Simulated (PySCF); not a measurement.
# Spinor energies of Au⁷⁶⁺ (gold, charge +76)

Start: [He] 2s1; 2s1/2 filled at m_j = +1/2. Calculated with PySCF 2.14 in an uncontracted even-tempered set (16 s from 67 bohr⁻², ratio 2.4; 13 p from 87 bohr⁻², ratio 2.4; 5 d from 270 bohr⁻², ratio 2.6; 4 f from 400 bohr⁻², ratio 2.6): generalised Hartree-Fock with the X2C-1e Hamiltonian and a Gaussian nucleus; one run each with spin-orbit coupling (SO) switched off, then screened by Boettger's factors.

```csv
spinor shell,electrons,"ε, spin-free (eV)","ε, screened SO (eV)",weight of nominal j (screened SO),"rms radius, screened SO (bohr)"
1s1/2,2,-91260.4,-91260.4,1.000,0.0189
2s1/2,1,-22901.4,-22901.4,1.000,0.0733
```

| quantity | spin-free | screened SO |
| --- | --- | --- |
| E (hartree) | -7646.51622 | -7646.51622 |
| M_J | 1/2 | 1/2 |
| ⟨J²⟩ | 0.750 | 0.750 |
| ⟨L²⟩ | 0.000 | 0.000 |
| ⟨S²⟩ | 0.750 | 0.750 |

Each row is a mean over spinors that exchange with the open shell spreads, by up to 77.900 eV (1s1/2).

Breit and QED terms are absent; they matter most for the inner s and p1/2 levels.

Densities and radii are taken from the X2C orbitals without a picture-change correction, which distorts them close to the nucleus.

Without spin-orbit coupling the j labels of p, d and f shells carry no meaning; the spin-free column gives the mean over the occupied spinors of each nl shell.
